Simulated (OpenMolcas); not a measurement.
# Computed transition rates of Ir

```yaml
Program: OpenMolcas 26.06
Method: "MS-CASPT2, IPEA 0.25 Eh, imaginary shift 0.1 Eh (closed shells correlated: 5s 5p 6s)"
Basis: ANO-RCC-VTZP [8s7p5d3f1g]
Scalar_Hamiltonian: DKH2, point nucleus
Active_space: 7 electrons in 5 orbitals (5d)
State_averaging: 2S+1 = 4 even, 10 roots; 2S+1 = 2 even, 40 roots
Spin-orbit_coupling: RASSI with atomic mean-field integrals over the reference wave functions, term energies averaged over their components
```

Rates come from the transition moments of the reference wave functions (E1 and E2 in the length form). At fixed line strength A goes as λ^-3 for E1 and M1 and as λ^-5 for E2, so a rate at the computed wavelength can be rescaled to the measured one. Measured vacuum wavelengths follow from level energies in NIST Handbook of Basic Atomic Spectroscopic Data. Branching counts decays inside the model space alone, at computed energies, and the table is only a selection of the E2 and M1 lines, drawn from those between levels with measured partners whose computed energy lies within a factor of 1.5 of the measured one.

| Upper | Lower | Type | λ computed (nm) | λ measured (nm) | A computed (s-1) | A rescaled (s-1) | Branching % |
| --- | --- | --- | --- | --- | --- | --- | --- |
| 5d⁷ 6s² ²G_7/2 | 5d⁷ 6s² ²G_9/2 [61 %] | M1 | 1911 | 2605 | 1.39e+00 | 5.49e-01 | 16.6 |
| 5d⁷ 6s² ⁴P_5/2 | 5d⁷ 6s² ⁴F_7/2 | M1 | 1566 | 1711 | 2.78e+00 |  | 50.2 |
| 5d⁷ 6s² ⁴F_7/2 | 5d⁷ 6s² ⁴F_9/2 | M1 | 1371 | 1407 | 1.19e+01 | 1.10e+01 | 100.0 |
| 5d⁷ 6s² ²G_9/2 [61 %] | 5d⁷ 6s² ⁴F_7/2 | M1 | 1299 | 1463 | 8.40e-01 |  | 4.9 |
| 5d⁷ 6s² ⁴F_5/2 [61 %] | 5d⁷ 6s² ⁴F_9/2 | E2 | 1171 | 1012 | 4.23e-03 | 8.77e-03 | 5.6 |
| 5d⁷ 6s² ²G_7/2 | 5d⁷ 6s² ⁴F_5/2 [61 %] | M1 | 855.8 | 1266 | 1.56e+00 |  | 18.7 |
| 5d⁷ 6s² ²G_7/2 | 5d⁷ 6s² ⁴F_7/2 | M1 | 773.3 | 937 | 3.20e+00 |  | 38.2 |
| 5d⁷ 6s² ²G_9/2 [61 %] | 5d⁷ 6s² ⁴F_9/2 | M1 | 667 | 717.4 | 1.63e+01 |  | 95.0 |
| 5d⁷ 6s² ²G_7/2 | 5d⁷ 6s² ⁴F_9/2 | M1 | 494.5 | 562.5 | 2.12e+00 |  | 25.3 |

Spin-changing lines and M1 lines between different terms are not rescaled, since their strength hangs on the term gaps too.

The largest correction is for 5d⁷ 6s² ²G_7/2 → 5d⁷ 6s² ²G_9/2 [61 %] (M1): 1.39e+00 × (1911 / 2605)^3 = 5.49e-01 s-1, a factor of 0.39.

The computed rate and branching of 5d⁷ 6s² ⁴F_7/2 → 5d⁷ 6s² ⁴F_9/2 give the upper level a radiative lifetime of 1.000 / 1.19e+01 s-1 = 8.40e-02 s, counting decays inside the model space alone. The rescaled rate gives about 9.1e-02 s.

No measured rate stands beside these. Rescaling mends the energy factor alone: line strengths can still be far off where a level mixes with configurations outside the active space, and weak or spin-changing lines hang on small mixing coefficients that depend on the term gaps too, so rescaling need not improve them.

CASPT2 does not keep the components of a term degenerate, so their means are used; among the terms shown or strongly mixed into the levels shown the widest spread is 850 cm-1 (5d⁷ 6s² ⁴F). Some levels mix across a computed gap that differs much from the measured one, so their mixing is not that of the real levels. With the s shell closed, the reference lacks s² → p², s² → d² and s → d mixing, so excited terms can stand far too high and out of order, with CASPT2 too. The CASPT2 spread within a term exceeds the gap to the next term for 5d⁷ 6s² ²D(1) and 5d⁷ 6s² ²H, so the order of their levels is uncertain. Measured partners are found by configuration, term and J. A level has none where our copy of the source lacks it or the pairing is in doubt (some pairs that miss far off the trend of their configuration count as doubtful). Only configurations of the active space appear.

A share in square brackets marks a mixed level and gives the weight of the term that names it. A number in round brackets counts repeated terms of one configuration in the order of the reference energies.
